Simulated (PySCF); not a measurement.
CH8GeOSi.
SMILES with atom numbers: `[CH3:1][O:2][GeH2:3][SiH3:4]` (hydrogens: H5, H6, H7 on C1; H8, H9 on Ge3; H10, H11, H12 on Si4)

Level of theory: PBE0-D3(BJ)/def2-SVP geometry optimisation, gas phase in PySCF.

Q: What internal coordinates does the optimisation give?

A: 
```csv
bond,length (Å)
C1–O2,1.398
O2–Ge3,1.789
Ge3–Si4,2.378
"C1–H5, C1–H6, C1–H7",1.106
"Ge3–H8, Ge3–H9",1.548
"Si4–H10, Si4–H11, Si4–H12",1.494
```

Bonds in one row agree within 0.01 Å and their mean is given. A selection of angles:
```csv
angle,degrees
O2–C1–H5,112.7
O2–C1–H7,108.6
H5–C1–H6,107.5
C1–O2–Ge3,119.4
O2–Ge3–Si4,104.7
O2–Ge3–H8,108.4
Si4–Ge3–H8,113.5
H8–Ge3–H9,108.4
Ge3–Si4–H10,109.2
H10–Si4–H11,109.1
```

Torsions: C1–O2–Ge3–Si4 179° (antiperiplanar). The mirror-image conformer, all signs reversed, is as good.

O2 (oxygen bonded to C and Ge) is bent (angle 119.4°). The 4 heavy atoms lie in one plane (0.003 Å rms). Si4 (SiH3 silicon) is tetrahedral (angles from 109.1° to 109.9°). Ge3 (germanium bonded to O, Si and 2 H) is distorted tetrahedral (angles from 104.7° to 113.5°).

Point group: near Cs, missed by 0.12 Å at most; the miss may be what the optimiser left on a soft mode. Not checked by PBE0-D3(BJ)/def2-SVP frequencies. One conformer, not necessarily the lowest.
